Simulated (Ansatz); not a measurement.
C8H12O8Si, SMILES `CC(=O)O[Si](OC(C)=O)(OC(C)=O)OC(C)=O`, relaxed with RKS PBE0-D4/def2-TZVP in Ansatz 0.2.0 from a PBE-D4/def2-SVP geometry. The force threshold is 0.005 eV/Å; the program also tests the step.

Total charge 0; spin multiplicity 1.

Start:

```xyz
29

C    -3.295    0.960    2.018
C    -2.440    0.144    1.089
O    -2.724   -0.933    0.608
O    -1.239    0.763    0.845
Si    0.003    0.001    0.003
O    -0.393    0.096   -1.630
C     0.555    0.006   -2.620
C    -0.033    0.318   -3.967
O     1.712   -0.276   -2.385
O     0.214   -1.631    0.353
C     0.085   -2.131    1.626
C     0.126   -3.633    1.627
O    -0.060   -1.413    2.593
O     1.430    0.776    0.443
C     1.803    1.983   -0.094
C     3.199    2.355    0.319
O     1.071    2.623   -0.819
H    -4.293    0.500    2.115
H    -3.375    2.002    1.653
H    -2.799    1.000    3.009
H    -0.336    1.384   -3.980
H    -0.948   -0.282   -4.137
H     0.713    0.129   -4.758
H     0.136   -4.011    2.664
H     1.010   -3.996    1.068
H    -0.772   -4.011    1.097
H     3.438    3.374   -0.029
H     3.905    1.627   -0.130
H     3.310    2.277    1.418
```

**Question.** How much energy does the relaxation release, and in how many steps? (Estimate.)

**Answer.** Ansatz gave: 24.07 kJ/mol, in 13 steps, 1 of them rejected.

**Question.** Which bonds change most? (Best estimate.)

**Answer.** Ansatz gave: O4–Si5 from 1.683 to 1.641 Å; Si5–O14 from 1.683 to 1.641 Å; Si5–O6 from 1.682 to 1.641 Å; Si5–O10 from 1.682 to 1.641 Å.

**Question.** Give the relaxed structure. (Best estimate.)

**Answer.** Computed: 
```xyz
29

C    -3.254    1.010    1.968
C    -2.427    0.173    1.052
O    -2.749   -0.872    0.564
O    -1.215    0.733    0.823
Si   -0.001    0.000   -0.001
O    -0.375    0.099   -1.595
C     0.525   -0.031   -2.597
C    -0.082    0.274   -3.924
O     1.663   -0.347   -2.396
O     0.196   -1.592    0.347
C     0.129   -2.111    1.595
C     0.182   -3.601    1.574
O     0.030   -1.421    2.569
O     1.391    0.758    0.422
C     1.772    1.969   -0.050
C     3.155    2.317    0.384
O     1.056    2.640   -0.737
H    -4.244    0.574    2.077
H    -3.322    2.028    1.581
H    -2.757    1.063    2.939
H    -0.398    1.320   -3.934
H    -0.974   -0.336   -4.074
H     0.643    0.095   -4.715
H     0.196   -3.987    2.589
H     1.063   -3.933    1.023
H    -0.695   -3.976    1.041
H     3.407    3.321    0.051
H     3.851    1.592   -0.044
H     3.234    2.241    1.470
```
